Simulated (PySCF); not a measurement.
Compound: C5H6N2O2.
Z-matrix (Å and degrees, GFN2-xTB geometry), rows numbered from 1:
```
C 
O   1  1.4139
C   2  1.3420  1  115.72
C   3  1.3879  2  134.02  1     0.08
N   4  1.3415  3  109.65  2  -179.99
C   5  1.3187  4  106.93  3    -0.02
C   6  1.4388  5  126.73  4  -179.97
O   7  1.2122  6  124.31  5  -179.93
N   3  1.3500  2  119.91  1  -179.94
H   1  1.0931  2  110.97  3    60.88
H   1  1.0931  2  111.00  3   -60.95
H   1  1.0879  2  105.84  3   179.97
H   4  1.0707  3  129.41  2    -0.03
H   7  1.1025  6  113.25  5     0.06
H   9  1.0075  3  127.12  2    -0.02
```

Definitions: NICS(0) = −σiso at the ring centroid; NICS(1) = −σiso and NICS(1)zz = −σzz at ±1 Å along the ring normal z. Level: GIAO PBE0/pcSseg-1 (PySCF, non-relativistic, gas phase) on the GFN2-xTB geometry, one conformer.

Ring bond lengths (Å), with Mayer bond orders in brackets: C3–C4 1.388 (1.40), C4–N5 1.342 (1.41), N5–C6 1.319 (1.48), C6–N9 1.377 (1.07), N9–C3 1.350 (1.19).

Problem. Give the NICS values of each ring in ppm.

Solution. 
```tsv
ring	type	NICS(0)	NICS(1), two faces	NICS(1)zz, two faces	rms pucker (Å)	centre to ring atoms, mean (Å)
C3–C4–N5–C6–N9	5-membered ring with 2 N; formal bonds all aromatic	-12.5	-10.4 / -10.4	-26.0 / -25.9	0.00	1.15
```

Problem. What do they say, and how far can they be read as aromaticity?

Solution. 
- C3–C4–N5–C6–N9: mean NICS(1)zz -26.0 ppm, shielded. The ring is flat and has no four-coordinate atom; by the NICS criterion it is aromatic.

Problem. What does the geometric index give? Use HOMA with the parameters of Krygowski (1993).

Solution. 
- C3–C4–N5–C6–N9: HOMA 0.95; the largest term is that of C6–N9, α(R − Ropt)² = 0.18. The geometric and the magnetic index point the same way.

Problem. At the first NICS(1) probe listed for ring C3–C4–N5–C6–N9, 1 Å off the ring, what do the in-plane components average?

Solution. The isotropic value is a third of the trace: (3 × -10.4 − (-26.0))/2 = -2.6 ppm.

Problem. List the ring angles and the Hirshfeld charges of the ring atoms.

Solution. 
- C3–C4–N5–C6–N9: C3 106.1° (+0.116 e), C4 109.6° (-0.063 e), N5 106.9° (-0.185 e), C6 110.3° (+0.054 e), N9 107.0° (-0.062 e); sum 540.0° against 540° for a flat convex ring.
